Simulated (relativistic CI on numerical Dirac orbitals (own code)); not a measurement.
Cr⁵⁺ in a cubic cluster: 3p photoemission with charge transfer

Computed with a charge-transfer multiplet model of a cubic metal-ligand cluster with up to 2 ligand holes, Slater and spin-orbit integrals from Dirac-Coulomb-Breit ions, Slater integrals scaled by 0.8. The ground state mixes d1 with configurations of k ligand holes L, whose averages lie at kΔ + k(k − 1)U_dd/2; a core hole lowers each added d electron by U_cd. 300 K, Lorentzian 0.9 eV and Gaussian 0.8 eV FWHM.

Atomic integrals in eV (Slater integrals scaled, ζ unscaled), ground: F2dd 9.377, F4dd 5.906, zeta_d 0.045; with the core hole: F2dd 9.377, F4dd 5.906, zeta_d 0.049, zeta_core 0.782, F2cd 10.869, G1cd 13.178, G3cd 8.245. Where a configuration has fewer than two d electrons, the dd integrals are those of d2.

Cluster parameters (eV): Δ = 1.7, U_dd = 5.1, U_cd = 6.1, 10Dq = 0.45, 10Dq(ligand) = 1.6, final-state hopping factor = 1.

Weights, n_d and S are thermal averages at 300 K. Binding energies count from the first peak over 30 % of the highest in each spectrum, which can be another peak from case to case. The parameters are a model scan and need not match a compound or its usual spin state. Peaks in eV (height, largest 100): 0.0 (100), 2.4 (84), 3.3 (84), 8.6 (53), 12.6 (30), 14.8 (28), 19.7 (9).

Problem. Which parameters give this spectrum?
A. V(eg) = 2.2 eV, V(t2g) = -1.13 eV
B. V(eg) = 0.7 eV, V(t2g) = -0.36 eV
C. V(eg) = 1.3 eV, V(t2g) = -0.67 eV

Solution. C. V(eg) = 1.3 eV, V(t2g) = -0.67 eV; the ground state then has 1.68 d electrons and S = 0.50. The choice follows from running the model for each set and comparing peak positions and heights. The space is cut while the next configuration still counts.
